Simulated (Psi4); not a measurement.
H3AlFN (SMILES [NH2][AlH][F]), singlet, geometry from GFN2-xTB (such geometries of metal compounds can be far from the true shape); FNO-CCSD(T)/aug-cc-pVDZ (Psi4 1.11).

Psi4 was given this input:
```
memory 2 GB

molecule {
0 1
  Al   -0.25334326   -0.14142121   -0.33021277
  H    -1.11044474   -0.70206038   -1.43833247
  F    -0.12667202    1.50272711   -0.33824482
  N     0.55568317   -1.14647491    0.88457760
  H     1.13726905   -0.80422151    1.64069174
  H     0.51690401   -2.15446208    0.94256689
}

set basis aug-cc-pvdz
set freeze_core true

energy('fno-ccsd(t)')
print_variables()
```

Predict the main parts of the log of this Psi4 run.


```
   => Loading Basis Set <=

    Name: AUG-CC-PVDZ
    Role: ORBITAL
    Keyword: BASIS

         ---------------------------------------------------------
                                   SCF
               by Justin Turney, Rob Parrish, Andy Simmonett
                          and Daniel G. A. Smith
                              RHF Reference
         ---------------------------------------------------------

  ==> Geometry <==

    Molecular point group: c1
    Full point group: C1

    Geometry (in Angstrom), charge = 0, multiplicity = 1:

       Center              X                  Y                   Z               Mass
    ------------   -----------------  -----------------  -----------------  -----------------
         AL          -0.238854253221    -0.220620847552    -0.301722543474    26.981538530000
         H           -1.095955733221    -0.781260017552    -1.409842243474     1.007825032230
         F           -0.112183013221     1.423527472448    -0.309754593474    18.998403162730
         N            0.570172176779    -1.225674547552     0.913067826526    14.003074004430
         H            1.151758056779    -0.883421147552     1.669181966526     1.007825032230
         H            0.531393016779    -2.233661717552     0.971057116526     1.007825032230

  Running in c1 symmetry.

  Rotational constants: A =      1.06372  B =      0.20481  C =      0.17174 [cm^-1]
  Rotational constants: A =  31889.37715  B =   6140.05301  C =   5148.70891 [MHz]
  Nuclear repulsion =   99.583160711189322

  Charge       = 0
  Multiplicity = 1
  Electrons    = 32
  Nalpha       = 16
  Nbeta        = 16

  ==> Algorithm <==

  SCF Algorithm Type is PK.
  DIIS enabled.
  MOM disabled.
  Fractional occupation disabled.
  Guess Type is SAD.
  Energy threshold   = 1.00e-08
  Density threshold  = 1.00e-08
  Integral threshold = 1.00e-12

  ==> Primary Basis <==

  Basis Set: AUG-CC-PVDZ
    Blend: AUG-CC-PVDZ
    Number of shells: 44
    Number of basis functions: 100
    Number of Cartesian functions: 106
    Spherical Harmonics?: true
    Max angular momentum: 2

  ==> Integral Setup <==

  Using in-core PK algorithm.
   Calculation information:
      Number of atoms:                   6
      Number of AO shells:              44
      Number of primitives:            124
      Number of atomic orbitals:       106
      Number of basis functions:       100

      Integral cutoff                 1.00e-12
      Number of threads:                 1

  Performing in-core PK
  Using 25507550 doubles for integral storage.
  We computed 487256 shell quartets total.
  Whereas there are 490545 unique shell quartets.

  ==> DiskJK: Disk-Based J/K Matrices <==

    J tasked:                  Yes
    K tasked:                  Yes
    wK tasked:                  No
    Schwarz Cutoff:          1E-12

  Minimum eigenvalue in the overlap matrix is 4.0380614836E-04.
  Reciprocal condition number of the overlap matrix is 5.0060850846E-05.
    Using symmetric orthogonalization.

  ==> Pre-Iterations <==

  SCF Guess: Superposition of Atomic Densities via on-the-fly atomic UHF (no occupation information).

   -------------------------
    Irrep   Nso     Nmo
   -------------------------
     A        100     100
   -------------------------
    Total     100     100
   -------------------------

  ==> Iterations <==

                        Total Energy        Delta E     RMS |[F,P]|

   @RHF iter SAD:  -396.49395297944199   -3.96494e+02   0.00000e+00
   @RHF iter   1:  -397.51843827491655   -1.02449e+00   6.30053e-03 DIIS/ADIIS
   @RHF iter   2:  -397.62182114840192   -1.03383e-01   4.03522e-03 DIIS/ADIIS
   @RHF iter   3:  -397.68373835697469   -6.19172e-02   2.72976e-04 DIIS/ADIIS
   @RHF iter   4:  -397.68442272478711   -6.84368e-04   5.75350e-05 DIIS
   @RHF iter   5:  -397.68445281632950   -3.00915e-05   2.16669e-05 DIIS
   @RHF iter   6:  -397.68445559964567   -2.78332e-06   5.99595e-06 DIIS
[...]
  @RHF Final Energy:  -397.68445598601437
    Total Energy =                       -397.6844559860143136
      * MP2 total energy:                   -398.144328939557
[...]
      2   2 1   -0.4795172282   -0.0010337727    0.0040071830        1
      3   3 1   -0.4799757518   -0.0004585236    0.0021915577        1
      4   4 1   -0.4799311006    0.0000446513    0.0004323847        0
      5   5 1   -0.4799106292    0.0000204714    0.0001963277        1
      6   6 1   -0.4799134401   -0.0000028109    0.0000511273        1
      7   7 1   -0.4799144429   -0.0000010028    0.0000232666        1
      8   8 1   -0.4799142012    0.0000002418    0.0000059898        0
      9   8 2   -0.4799142193   -0.0000000182    0.0000024965        1
     10   8 3   -0.4799141451    0.0000000742    0.0000010775        1
     11   8 4   -0.4799141480   -0.0000000029    0.0000002585        0
     12   8 5   -0.4799141537   -0.0000000057    0.0000001061        1
     13   8 6   -0.4799141533    0.0000000004    0.0000000362        1

  CCSD iterations converged!

        T1 diagnostic:                         0.013762343412
        D1 diagnostic:                         0.037807163803

        OS MP2 FNO correction:                -0.000002548300
        SS MP2 FNO correction:                -0.000000673570
        MP2 FNO correction:                   -0.000003221869

        OS MP2 correlation energy:            -0.344764677024
        SS MP2 correlation energy:            -0.115108276518
        MP2 correlation energy:               -0.459872953542
      * MP2 total energy:                   -398.144328939557

        OS MP2.5 correlation energy:          -0.355783911422
        SS MP2.5 correlation energy:          -0.110288574877
        MP2.5 correlation energy:             -0.466072486299
      * MP2.5 total energy:                 -398.150528472313

        OS MP3 correlation energy:            -0.366803145819
        SS MP3 correlation energy:            -0.105468873236
        MP3 correlation energy:               -0.472272019055
      * MP3 total energy:                   -398.156728005070

        OS MP4(SDQ) correlation energy:       -0.376154860836
        SS MP4(SDQ) correlation energy:       -0.100795255409
        MP4(SDQ) correlation energy:          -0.480718220623
      * MP4(SDQ) total energy:              -398.165174206637

        OS CCSD correlation energy:           -0.377353750310
        SS CCSD correlation energy:           -0.102563624841
        CCSD correlation energy:              -0.479917375151
      * CCSD total energy:                  -398.164373361165

  Total time for CCSD iterations:        6.01 s (user)
                                         2.47 s (system)
                                           10 s (total)

  Time per iteration:                    0.43 s (user)
                                         0.18 s (system)
                                         0.77 s (total)

        ==> Resort (ov|vv) integrals for low-memory (T) computation <==

        *******************************************************
        *                                                     *
        *                      CCSD(T)                        *
        *                                                     *
        *******************************************************

        Using low-memory algorithm.

        num_threads:                      1
        memory requirements:        7.99 mb

        Number of abc combinations: 82160

        Computing (T) correction...

        % complete  total time
              10.0
              20.0
              30.0
              40.0
              50.0
              60.0
              70.0
              80.0
              90.0

        (T) energy                            -0.012104643563

        CCSD(T) correlation energy            -0.492022018714
      * CCSD(T) total energy                -398.176478004728

  Variable Map:
  ----------------------------------------------------------------------------
[...]
  Array Variable Map:
  ----------------------------------------------------------------------------
[...]
[...]
```
